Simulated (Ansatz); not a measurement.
Reaction (cleavage of the B–Al bond): `O[B](F)[AlH][F]` + `[NH2][GeH3]` → `OB(F)[NH][GeH3]` + `[F][AlH2]`

Isolated molecules relaxed with PBE0-D4/def2-TZVP in Ansatz; ΔE leaves out vibrations. CBS: MP2 limit from def2 TZ/QZ plus the TZ coupled-cluster correction, frozen cores. This one scheme is used for every species. DFT in def2-TZVPP. For Ge outer-core shells are correlated without core-valence functions, which leaves a few kJ/mol of doubt a bond. Scalar relativity is left out up to krypton. Each species was taken in one conformer, which may not be the lowest.

```json
{"level": "ωB97X-V", "ΔE (kcal/mol)": "-33.6"}
{"level": "SCS-MP2/def2-QZVPP", "ΔE (kcal/mol)": "-35.5"}
```

(1) What does CCSD(T)/CBS give? (An estimate is asked.)

Largest T1 diagnostic among the species: 0.014.

Results:

(1) Ansatz gave: -34.0 kcal/mol. The listed levels differ from it by 0.4, -1.5 kcal/mol.

The D4 term adds −1.0 kcal/mol with B3LYP and −0.5 kcal/mol with PBE0; it sums over pairs of atoms, weighted by their polarisabilities, and B3LYP, whose exchange is more repulsive, gets the larger term. In def2-TZVPP, CCSD(T) changes the Hartree–Fock value by +4.3 kcal/mol (the triples alone add +0.7 kcal/mol) and MP2 by +2.8 kcal/mol.

B3LYP here is the variant with VWN-RPA as its local correlation; programs differ in this.
